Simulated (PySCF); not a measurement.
# One molecule, several mistakes: BGeH6N2

Calculated results; nothing here was measured. The program is PySCF 2.14.0, an open-source quantum chemistry code, run on an isolated molecule that a program drew, which may never have been made. The molecule is BGeH6N2 (charge 0, doublet), drawn as the SMILES string `[BH][GeH]([NH2])[NH2]`.

Each row is a Hartree-Fock (HF) and frozen-core CCSD(T) single point in the cc-pVDZ basis, meant for a local HF minimum. Run 1 is clean. Each other run has one planted mistake out of seven kinds, and not every kind appears here: one electron removed, one electron added, multiplicity raised by two, geometry at a saddle point, minimal basis STO-3G, one bond length entered in bohr, all coordinates scaled. The reference is restricted for singlets and unrestricted otherwise, and also for a bond in bohr. Adding or removing an electron swaps singlet and doublet. Electrons count all cores. HOMO and LUMO are orbital energies over both spins, the gradient is its largest component, and the lowest frequency (negative if imaginary) is given only where the gradient is small. Bond lengths are over the 9 bonds as drawn. T1 is the CCSD diagnostic: over 0.02 (restricted) or 0.045 (unrestricted) a single reference is doubtful. Germanium has the cc-pVDZ-PP basis, with a core potential (ECP10MDF) in place of its 10 inner electrons, and its 3s, 3p and 3d shells are frozen in CCSD(T).

Geometry of the clean run:
```xyz
10
BGeH6N2, angstrom
B    -2.6340   -0.2784   -0.6717
Ge   -1.2741    1.1020    0.0679
N    -0.2378    0.1863    1.2780
N    -0.2742    1.8455   -1.2996
H    -3.8203   -0.3404   -0.8052
H    -1.8696    2.3035    0.8134
H     0.4935    0.7423    1.6890
H     0.1828   -0.6501    0.9097
H    -0.6630    2.6848   -1.6945
H    -0.0328    1.2259   -2.0539
```

| run | electrons | basis functions | <S^2> | HOMO (eV) | LUMO (eV) | gradient (hartree/bohr) | lowest frequency (cm^-1) | mean bond (Å) | longest bond (Å) | T1 | HF (hartree) | CCSD(T) (hartree) | mistake |
|---|---|---|---|---|---|---|---|---|---|---|---|---|---|
| 1 | 57 | 95 | 0.757 | -8.81 | 1.23 | 3.2e-05 | 109 | 1.3906 | 2.074 | 0.0146 | -430.39404 | -430.95518 | no fault |
| 2 | 57 | 95 | 3.803 | -7.46 | -1.29 | 3.1e-02 | - | 1.3906 | 2.074 | 0.0221 | -430.28435 | -430.84372 | multiplicity raised by two |
| 3 | 57 | 95 | 0.758 | -8.90 | 1.03 | 5.1e-02 | - | 1.4990 | 2.236 | 0.0166 | -430.34578 | -430.92487 | all coordinates scaled |
| 4 | 56 | 95 | 0.000 | -15.35 | -6.44 | 7.3e-02 | - | 1.3906 | 2.074 | 0.0281 | -430.11299 | -430.67243 | one electron removed |
| 5 | 58 | 95 | 0.000 | 0.14 | 7.68 | 5.4e-02 | - | 1.3906 | 2.074 | 0.0131 | -430.34385 | -430.94015 | ? |
| 6 | 57 | 95 | 1.576 | -9.00 | 1.10 | 2.5e-02 | - | 1.4900 | 2.074 | 0.0577 | -430.26441 | -430.81534 | ? |

**Which mistake was planted in run 5, and what did it cost?**

It counts 58 electrons, one more than the clean run, at the same geometry and basis. So the mistake is: one electron added. Subtracting run 1 and multiplying by 627.51 kcal/mol a hartree, the energy moved by 31.5 kcal/mol in HF and 9.4 kcal/mol in CCSD(T).

**Which mistake was planted in run 6, and what did it cost?**

The mean bond changes by a factor of 1.071 and the longest by 1.000, so the molecule wasn't scaled as a whole. A length L in bohr read as angstrom grows by (1/0.5292 - 1) L = 0.890 L. The 9 bonds together grew by 9 x 0.0994 = 0.895 Å, which gives L = 1.005 Å. That is the length of one of the H-N bonds, 1.006 Å in the clean geometry. So the mistake is: one bond length entered in bohr. Subtracting run 1 and multiplying by 627.51 kcal/mol a hartree, the energy moved by 81.3 kcal/mol in HF and 87.8 kcal/mol in CCSD(T).

Cautions from the logs. Run 4: T1 is over the limit, so its CCSD(T) energy is less reliable; run 5: the HOMO is above zero, so the electron isn't bound and the energy depends on the basis; run 6: T1 is over the limit, so its CCSD(T) energy is less reliable.
